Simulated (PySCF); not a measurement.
C₃H₇NOSi, SMILES O1C=CCN[SiH2]1.

Coordinates come from a B3LYP-D3(BJ)/def2-SVP optimisation. This is a generated structure with no PubChem entry under its InChIKey; it may be hypothetical. Other conformers were not sampled.

Vertical ionisation energy (IE) and electron affinity (EA) in eV. Rows of orbital energies are one-electron estimates. Where ΔSCF, EOM or ADC give a negative EA the extra electron is unbound and the value depends on the basis.

| level | IE | EA |
|---|---|---|
| −ε(HOMO), −ε(LUMO), M06-2X/def2-TZVP (PySCF) | 7.64 | -1.17 |
| −ε(HOMO), −ε(LUMO), PBE/def2-TZVP (PySCF) | 5.19 | 0.48 |
